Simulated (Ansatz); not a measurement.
Ansatz results at the PBE0-D4/def2-TZVP geometry: HOMO–LUMO gap (B3LYP/def2-TZVPP) 5.71 eV; HOMO–LUMO gap (ωB97M-V/def2-TZVPP) 10.15 eV; size of the dipole moment (PBE/def2-TZVPP) 1.20 D.

Each molecule was computed in one conformer, which needn't be the lowest.

Which molecule gave them?
A. `BNC(=C)C`
B. `NCC1BC1`
C. `F[C@@H]1B[Si@H](Cl)C1`
D. `N=C=C(F)[SiH3]`

A. The others give `N=C=C(F)[SiH3]`: 5.13, 9.94, 1.79; `NCC1BC1`: 5.15, 9.96, 1.36; `F[C@@H]1B[Si@H](Cl)C1`: 6.08, 10.55, 1.51.

B3LYP here is the variant with VWN-RPA as its local correlation; programs differ in this.
